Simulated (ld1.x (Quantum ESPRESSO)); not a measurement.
# Building the TM potential for K (Z = 19) (PBE, scalar-relativistic).

potassium, norm-conserving Troullier–Martins (Kleinman–Bylander form), made with ld1.x (Quantum ESPRESSO) 7.5 (PBE, scalar-relativistic). Core [Ar], reference 4s1 4p0. Waves: 4s (bound): rc 4.20 bohr; 4p (bound, empty): rc 3.25 bohr; 3d channel at 0.3 Ry: rc 3.25 bohr. Local part: all-electron potential smoothed inside 2.70 bohr (lloc = -1). Core correction: Bessel-smoothed model core inside 2.25 bohr.

All-electron outer shells of the reference configuration (PBE, scalar-relativistic, ld1.x):

```
shell  level (eV)  outermost node (bohr)  outermost maximum (bohr)
   3s      -35.34                   0.48                      1.08
   3p      -18.81                   0.45                      1.15
   4s       -2.32                   1.59                      4.18
   4p       -0.80                   1.88                      5.71
```

What the tests gave:

| Item | Value |
| --- | --- |
| Cutoffs needed | 6 Ry and 6 Ry (the cutoffs (Ry, on a coarse ladder) from which the occupation-weighted sum of valence levels, in a spherical-Bessel basis at the reference potential, stays within 10 and 1 mRy of its value at 400 Ry) |
| Ghost test | no extra level below or beside the all-electron valence levels (s, p, d, f tested) (spherical-Bessel basis up to 400 Ry, 20 bohr box) |
| Largest excitation error | -4.1 meV (all-electron minus pseudo) for 4s0 4p1, out of 2 test configurations |

Generation and tests took about 0.52 s on one core of a shared server CPU.
